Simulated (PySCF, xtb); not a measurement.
CH5FO2Si2, SMILES O=C(O)[Si@@H](F)[SiH3].

GFN2-xTB in xtb at its own geometry gives an orbital gap of 3.29 eV and a dipole moment of 2.18 D.

Geometry optimised at ωB97X-D3(BJ)/def2-SVP. The structure was generated by enumeration; whether it is a known compound was not checked. Other conformers were not sampled.

Task: What does M06-2X/def2-TZVP run with PySCF give? (The exact figures need the calculation; the answer reports its results.)

Result: gap 9.38 eV (levels -9.52 and -0.14 eV), dipole 0.26 D.
